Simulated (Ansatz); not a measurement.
Born–Oppenheimer molecular dynamics of a periodic cell of 16 atoms, HCl (contents 8 HCl, density as packed 1.19 g/cm³ with natural masses). It goes on from the last frame of an earlier run, with new velocities.

Method: DFT PBEsol, scalar-relativistic, plane waves, PAW (Ansatz). Settings: accuracy low, cutoff 420 eV, k mesh 1x1x1, fermi-dirac smearing 0.002 eV, no spin polarisation.

```json
{
 "ensemble": "NVT, Langevin thermostat",
 "time step": "0.5 fs",
 "steps asked": "200",
 "set temperature": "300 K",
 "friction": "0.02 /fs",
 "seed": "725880"
}
```

Frames 5 fs apart, positions in Å.

Velocities at 30.0 fs (Å/ps):

```
Cl 1.14 -6.70 -2.32
H 18.06 -19.09 7.66
Cl -2.67 0.58 -3.18
H -32.46 10.25 22.81
Cl -2.04 -1.09 -0.42
H 1.03 -8.70 26.15
Cl -0.63 -0.96 0.33
H 5.95 5.39 9.26
Cl -6.82 0.55 3.00
H -23.87 15.31 -0.26
Cl -0.83 -0.84 -1.45
H -10.80 -39.18 -5.60
Cl -3.12 0.57 1.90
H 20.58 -6.20 -0.15
Cl -0.31 0.55 1.39
H 19.04 -24.09 15.32
```

```xyz
16
Lattice="7.4169 0.0000 0.0000 0.0000 7.4169 0.0000 0.0000 0.0000 7.4169" Properties=species:S:1:pos:R:3 time_fs=30.0 energy_less_start_eV=0.060 T=323
Cl 7.669 0.813 0.830
H 7.154 2.087 0.603
Cl 3.748 5.346 4.960
H 3.342 5.416 3.728
Cl 1.284 5.628 2.627
H 1.471 4.867 1.635
Cl 7.095 4.303 6.762
H 6.292 4.830 7.648
Cl 3.353 2.877 0.399
H 2.920 2.676 -0.866
Cl 1.790 2.647 4.677
H 2.531 3.683 4.834
Cl 5.564 2.336 3.514
H 6.815 2.724 3.705
Cl 4.821 6.353 1.134
H 5.809 7.238 1.278
16
Lattice="7.4169 0.0000 0.0000 0.0000 7.4169 0.0000 0.0000 0.0000 7.4169" Properties=species:S:1:pos:R:3 time_fs=35.0 energy_less_start_eV=-0.028 T=397
Cl 7.676 0.788 0.820
H 7.242 1.923 0.616
Cl 3.740 5.349 4.940
H 3.157 5.524 3.778
Cl 1.271 5.623 2.632
H 1.496 4.759 1.660
Cl 7.093 4.300 6.762
H 6.339 4.861 7.679
Cl 3.317 2.874 0.412
H 2.823 2.736 -0.796
Cl 1.776 2.641 4.666
H 2.614 3.679 4.782
Cl 5.552 2.343 3.525
H 6.775 2.690 3.664
Cl 4.822 6.346 1.139
H 5.863 7.137 1.340
16
Lattice="7.4169 0.0000 0.0000 0.0000 7.4169 0.0000 0.0000 0.0000 7.4169" Properties=species:S:1:pos:R:3 time_fs=40.0 energy_less_start_eV=0.046 T=318
Cl 7.682 0.761 0.810
H 7.206 2.011 0.508
Cl 3.733 5.351 4.918
H 2.960 5.654 3.842
Cl 1.248 5.622 2.639
H 1.531 4.702 1.740
Cl 7.084 4.302 6.760
H 6.343 4.908 7.676
Cl 3.285 2.870 0.420
H 2.667 2.749 -0.745
Cl 1.755 2.641 4.657
H 2.713 3.754 4.699
Cl 5.544 2.350 3.538
H 6.786 2.718 3.654
Cl 4.819 6.339 1.139
H 5.910 7.051 1.381
16
Lattice="7.4169 0.0000 0.0000 0.0000 7.4169 0.0000 0.0000 0.0000 7.4169" Properties=species:S:1:pos:R:3 time_fs=45.0 energy_less_start_eV=-0.057 T=333
Cl 7.678 0.739 0.795
H 7.211 1.871 0.463
Cl 3.734 5.355 4.904
H 2.873 5.764 4.023
Cl 1.221 5.631 2.642
H 1.600 4.680 1.845
Cl 7.074 4.303 6.764
H 6.297 4.954 7.637
Cl 3.260 2.867 0.420
H 2.526 2.729 -0.699
Cl 1.744 2.651 4.656
H 2.600 3.626 4.595
Cl 5.538 2.352 3.546
H 6.810 2.726 3.639
Cl 4.810 6.333 1.141
H 5.907 6.970 1.388
16
Lattice="7.4169 0.0000 0.0000 0.0000 7.4169 0.0000 0.0000 0.0000 7.4169" Properties=species:S:1:pos:R:3 time_fs=50.0 energy_less_start_eV=-0.042 T=320
Cl 7.675 0.720 0.782
H 7.125 1.844 0.367
Cl 3.732 5.354 4.893
H 2.793 5.890 4.161
Cl 1.194 5.641 2.649
H 1.687 4.628 1.895
Cl 7.071 4.295 6.766
H 6.246 4.962 7.523
Cl 3.235 2.864 0.417
H 2.463 2.727 -0.598
Cl 1.728 2.652 4.652
H 2.558 3.668 4.448
Cl 5.532 2.344 3.545
H 6.725 2.739 3.611
Cl 4.809 6.322 1.140
H 5.939 6.983 1.416
16
Lattice="7.4169 0.0000 0.0000 0.0000 7.4169 0.0000 0.0000 0.0000 7.4169" Properties=species:S:1:pos:R:3 time_fs=55.0 energy_less_start_eV=0.074 T=251
Cl 7.673 0.709 0.781
H 7.016 1.786 0.289
Cl 3.734 5.347 4.887
H 2.716 5.974 4.244
Cl 1.174 5.646 2.652
H 1.783 4.751 2.010
Cl 7.065 4.299 6.772
H 6.137 4.994 7.445
Cl 3.217 2.860 0.415
H 2.396 2.703 -0.621
Cl 1.706 2.653 4.644
H 2.514 3.755 4.370
Cl 5.512 2.332 3.543
H 6.761 2.817 3.592
Cl 4.825 6.314 1.142
H 5.907 7.017 1.428
16
Lattice="7.4169 0.0000 0.0000 0.0000 7.4169 0.0000 0.0000 0.0000 7.4169" Properties=species:S:1:pos:R:3 time_fs=60.0 energy_less_start_eV=0.094 T=205
Cl 7.672 0.712 0.784
H 6.958 1.603 0.271
Cl 3.727 5.341 4.882
H 2.729 5.938 4.369
Cl 1.161 5.652 2.657
H 1.957 4.757 2.012
Cl 7.057 4.304 6.784
H 6.099 4.970 7.384
Cl 3.201 2.856 0.408
H 2.430 2.686 -0.625
Cl 1.686 2.652 4.640
H 2.387 3.663 4.375
Cl 5.493 2.323 3.543
H 6.670 2.844 3.563
Cl 4.842 6.313 1.148
H 5.876 7.054 1.335
16
Lattice="7.4169 0.0000 0.0000 0.0000 7.4169 0.0000 0.0000 0.0000 7.4169" Properties=species:S:1:pos:R:3 time_fs=65.0 energy_less_start_eV=0.048 T=213
Cl 7.676 0.713 0.787
H 6.786 1.564 0.193
Cl 3.727 5.339 4.875
H 2.671 5.992 4.391
Cl 1.159 5.658 2.659
H 1.997 4.889 2.063
Cl 7.052 4.305 6.793
H 6.051 4.957 7.372
Cl 3.192 2.857 0.407
H 2.458 2.651 -0.650
Cl 1.662 2.642 4.641
H 2.419 3.740 4.358
Cl 5.470 2.320 3.547
H 6.644 2.887 3.504
Cl 4.865 6.317 1.151
H 5.941 7.109 1.217
16
Lattice="7.4169 0.0000 0.0000 0.0000 7.4169 0.0000 0.0000 0.0000 7.4169" Properties=species:S:1:pos:R:3 time_fs=70.0 energy_less_start_eV=0.068 T=180
Cl 7.681 0.714 0.788
H 6.830 1.409 0.170
Cl 3.729 5.335 4.867
H 2.727 5.993 4.395
Cl 1.150 5.658 2.658
H 2.088 4.991 2.041
Cl 7.050 4.299 6.807
H 6.048 4.987 7.370
Cl 3.189 2.860 0.408
H 2.452 2.638 -0.699
Cl 1.645 2.636 4.638
H 2.453 3.717 4.409
Cl 5.452 2.316 3.549
H 6.646 2.867 3.446
Cl 4.886 6.331 1.146
H 5.965 7.142 1.096
16
Lattice="7.4169 0.0000 0.0000 0.0000 7.4169 0.0000 0.0000 0.0000 7.4169" Properties=species:S:1:pos:R:3 time_fs=75.0 energy_less_start_eV=0.079 T=192
Cl 7.684 0.711 0.794
H 6.874 1.397 0.006
Cl 3.724 5.329 4.862
H 2.739 5.997 4.324
Cl 1.139 5.665 2.664
H 2.098 5.039 2.031
Cl 7.050 4.293 6.819
H 6.117 4.995 7.382
Cl 3.183 2.867 0.406
H 2.521 2.691 -0.662
Cl 1.638 2.635 4.639
H 2.428 3.602 4.518
Cl 5.436 2.306 3.559
H 6.619 2.762 3.429
Cl 4.894 6.350 1.135
H 5.965 7.106 1.021
16
Lattice="7.4169 0.0000 0.0000 0.0000 7.4169 0.0000 0.0000 0.0000 7.4169" Properties=species:S:1:pos:R:3 time_fs=80.0 energy_less_start_eV=0.080 T=243
Cl 7.686 0.715 0.798
H 7.041 1.377 -0.094
Cl 3.723 5.316 4.858
H 2.767 5.984 4.217
Cl 1.122 5.667 2.670
H 2.063 5.054 2.048
Cl 7.053 4.284 6.829
H 6.103 5.008 7.483
Cl 3.180 2.873 0.411
H 2.494 2.726 -0.729
Cl 1.628 2.622 4.636
H 2.558 3.687 4.617
Cl 5.417 2.295 3.577
H 6.694 2.672 3.444
Cl 4.899 6.367 1.119
H 6.002 7.095 0.932
16
Lattice="7.4169 0.0000 0.0000 0.0000 7.4169 0.0000 0.0000 0.0000 7.4169" Properties=species:S:1:pos:R:3 time_fs=85.0 energy_less_start_eV=0.007 T=255
Cl 7.683 0.713 0.800
H 7.214 1.402 -0.210
Cl 3.721 5.304 4.851
H 2.844 5.910 4.115
Cl 1.104 5.663 2.681
H 2.057 5.042 1.990
Cl 7.055 4.276 6.839
H 6.164 4.962 7.518
Cl 3.173 2.881 0.418
H 2.454 2.736 -0.679
Cl 1.628 2.611 4.634
H 2.513 3.651 4.726
Cl 5.404 2.297 3.596
H 6.647 2.562 3.456
Cl 4.901 6.385 1.110
H 6.013 7.083 0.869
```

Of the whole run (100 fs, mean temperature of the second half 226 K): The mean temperature of the second half is 25 % below the set value. A run of 0.1 ps of so small a system gives no equilibrium averages. The smearing is very narrow for this mesh. Limits of this set-up: coarse k mesh, low accuracy level.

Time of the run: 5 min on 1 thread of Arm Neoverse V1 (shared host), peak memory 0.37 GiB.
